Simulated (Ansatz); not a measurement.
Basis-set extrapolation for C3H10Si2, SMILES `CC1([SiH3])C[SiH2]1` (PBE0-D4/def2-TZVP geometry, frozen core, Ansatz). Multiplicity 1, RHF reference.

|  | def2-TZVPP | def2-QZVPP |
| --- | --- | --- |
| HF | -697.306072 | -697.329650 |
| MP2 correlation | -0.774815 | -0.824835 |
| CCSD(T) correlation | -0.872887 | not run |

Energies in hartree. Use E(X) = E(∞) + A·exp(−7.88·√X) for Hartree–Fock and E(X) = E(∞) + B·X^(−2.97) for correlation, with X = 3 and 4, and add CCSD(T) minus MP2 of the smaller set to the MP2 limit.

Problem. What is the CCSD(T) energy at the basis-set limit?

Solution. HF limit: -697.329650 + (-0.023578) × 0.13774 = -697.33290. MP2 limit: -0.824835 + (-0.050020) × 0.74074 = -0.86189. Higher-order term: -0.872887 − (-0.774815) = -0.09807. Total: -698.29286 hartree, 3.10 eV below CCSD(T)/def2-TZVPP.
